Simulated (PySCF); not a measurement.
F⁺ (fluorine, charge +1): UHF calculation

Configuration: [He] 2s1 2p5, high-spin 3P determinant (an excited configuration). All numbers are calculated (PySCF 2.14, the non-relativistic Hamiltonian (point nucleus), in aug-cc-pV5Z).

```json
{"Total energy": "-98.043396 hartree", "One-electron energy": "-132.4157 hartree", "Hartree (Coulomb) energy": "43.8630 hartree", "Exchange energy": "-9.4908 hartree", "Kinetic energy": "98.04258 hartree", "⟨S²⟩": "2.0089", "⟨L²⟩": "2.005", "Sum of ⟨r⟩": "6.219 bohr", "Sum of ⟨r²⟩": "7.346 bohr²", "Traceless quadrupole moment −½Σ⟨3z² − r²⟩ along its main axis": "0.520 e·bohr²", "Density at the nucleus (Gaussians lack the cusp)": "433 bohr⁻³", "Spin density at the nucleus": "13.4 bohr⁻³", "Langevin diamagnetic susceptibility": "-5.82 ×10⁻⁶ cm³/mol"}
```

| shell | electrons | mean orbital energy (hartree) | spread (hartree) | rms radius, mean of both spins (bohr) |
| --- | --- | --- | --- | --- |
| 1s α | 1 | -27.22584 | 0 | 0.204 |
| 1s β | 1 | -27.06467 | 0 | 0.204 |
| 2s α | 1 | -2.42619 | 0 | 1.03 |
| 2p α | 3 | -1.51451 | 0.11386 | 1.11 |
| 2p β | 2 | -1.20546 | 0 | 1.11 |

Spin-orbit constants ζ (cm⁻¹) from the X2C one-electron operator on these orbitals (non-relativistic here): bare nucleus, nucleus screened by l(l+1)(2l+1)/3 electrons, and screened by the Breit-Pauli mean field of the electrons.

```json
{"shell": "2p", "bare": "476.4", "screened nucleus": "370.5", "mean field": "326.8"}
```

To first order the Landé constant is A = -163.4 cm⁻¹, so the lowest level has J = 2 and lies 0.0203 eV below the centre of the term. This holds in LS coupling only.
